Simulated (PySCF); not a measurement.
Correlation energy of Ca²⁺ (calcium, charge +2)

[Ar], closed-shell 1S. Computed with PySCF 2.14 in 6-31G* (5s4p3d, 32 functions), with the non-relativistic Hamiltonian (point nucleus). Frozen: [Ne] 3s2; 6 electrons correlated.

Total MP2 correlation energy: -121.73 mhartree.

Same-spin part -37.88 and opposite-spin part -83.84 mhartree; SCS-MP2 scales them by 1/3 and 6/5 to -113.24 mhartree.

| level | correlation energy (mhartree) |
| --- | --- |
| CCSD | -138.17 |
| (T) | -0.14 |
| CCSD(T) | -138.31 |

Diagnostics: T1 = 0.0023, D1 = 0.0033, largest double amplitude 0.029.

Cost of the coupled-cluster step: 0.07 s of wall time on 1 thread of Intel(R) Xeon(R) CPU @ 2.60GHz (shared host), for 6 correlated electrons.

Iterations:

```
CC2 = 0
CCSD nocc = 3, nmo = 26
frozen orbitals [0, 1, 2, 3, 4, 5]
max_cycle = 100
direct = 0
conv_tol = 1e-08
conv_tol_normt = 1e-06
diis_space = 8
diis_start_cycle = 0
Init t2, MP2 energy = -676.225619410778  E_corr(MP2) -0.121725960620288
Init E_corr(CCSD) = -0.121725960620311
cycle = 1  E_corr(CCSD) = -0.135650067263375  dE = -0.0139241066  norm(t1,t2) = 0.0188301
cycle = 2  E_corr(CCSD) = -0.137571435351944  dE = -0.00192136809  norm(t1,t2) = 0.00468283
cycle = 3  E_corr(CCSD) = -0.138169388335906  dE = -0.000597952984  norm(t1,t2) = 0.00149889
cycle = 4  E_corr(CCSD) = -0.138164263276903  dE = 5.125059e-06  norm(t1,t2) = 0.000105327
cycle = 5  E_corr(CCSD) = -0.13816531917539  dE = -1.05589849e-06  norm(t1,t2) = 8.49177e-06
cycle = 6  E_corr(CCSD) = -0.138165327558265  dE = -8.38287578e-09  norm(t1,t2) = 6.17631e-07
CCSD converged
E(CCSD) = -676.2420587777159  E_corr = -0.1381653275582654
CCSD(T) correction = -0.000138727542629255
```
